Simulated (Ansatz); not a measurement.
The cluster Al₂Cu₃⁺. Charge 1, multiplicity 3. Geometry r2SCAN-D4/def2-SVP; atoms count from 1.

Cartesian coordinates in Å:
```
Al -0.627 0.945 -1.129
Al 1.135 -0.034 1.128
Cu -0.658 -1.183 0.001
Cu -1.139 0.812 1.242
Cu 1.290 -0.541 -1.242
```

At PBE0-D4/def2-TZVP a singlet of charge 1 lies 1.22 eV below the triplet, each at its own geometry. The structure comes from a short search, and lower isomers may exist.

(1) Estimate the Mulliken populations from the PBE0/def2-TZVP orbitals of Ansatz.

(2) Where does the spin sit?

(3) And the Mayer bond orders between bonded heavy atoms (over 0.3)?

## Answers

(1) 
```
atom  charge (e)  spin (α − β)  d electrons
 Al1        0.42          0.71            –
 Al2        0.42          0.71            –
 Cu3        0.05          0.41         9.81
 Cu4        0.06          0.08         9.81
 Cu5        0.06          0.08         9.81
```
Mulliken values and Mayer orders depend strongly on the basis.

(2) Summed by element: Al 1.43, Cu 0.57, of 2 unpaired in all. Largest on single atoms: Al1 0.71, Al2 0.71, Cu3 0.41.

(3) Al1–Cu3 0.46 (2.41 Å); Al1–Cu4 0.56 (2.43 Å); Al1–Cu5 0.56 (2.43 Å); Al2–Cu3 0.46 (2.41 Å); Al2–Cu4 0.56 (2.43 Å); Al2–Cu5 0.56 (2.43 Å); Cu3–Cu4 0.40 (2.40 Å); Cu3–Cu5 0.40 (2.40 Å). Values over 0.3 also appear between atoms too far apart for a bond (Al1–Al2 0.43 at 3.03 Å); they arise where an orbital or an unpaired electron spreads over both atoms.
